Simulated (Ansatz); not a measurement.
Ga₅P₄I₃ was relaxed with PBE-D4 (def2-SVP) in Ansatz in these states: charge +1 doublet, neutral singlet. The geometries follow in no particular order.

In the def2 sets I takes a core potential; there is no spin–orbit coupling.

A:

```xyz
12

P     0.516   -1.901    1.638
P    -1.030   -2.277   -2.479
P    -0.591    2.197    1.607
P     2.066    0.764   -1.414
Ga   -0.926   -0.070    1.792
Ga   -0.886   -2.190   -0.225
Ga    1.930   -0.263    0.705
Ga    0.609   -0.826   -2.185
Ga    0.072    1.855   -0.628
I    -3.182   -1.314    1.091
I     2.825    1.256    2.515
I    -1.403    2.769   -2.419
```

B:

```xyz
12

P    -2.096    1.303    0.219
P    -1.721   -3.051    0.468
P     1.433    0.818   -2.389
P     1.470   -0.290    1.941
Ga   -0.596    1.019   -1.543
Ga   -2.264   -0.997   -0.327
Ga   -0.185    1.342    1.587
Ga   -0.103   -1.800    1.285
Ga    2.095   -0.055   -0.399
I    -2.741   -0.613   -2.902
I     0.381    3.592    2.550
I     4.327   -1.268   -0.490
```

**Question.** Judge from the bond lengths which geometry belongs to which state (an estimate).

**Answer.** A is the charge +1 doublet (Ga5–I10 2.670 Å, Ga6–I10 2.789 Å, P3–Ga5 2.299 Å); B is the neutral singlet (Ga5–I10 3.019 Å, Ga6–I10 2.647 Å, P3–Ga5 2.208 Å).
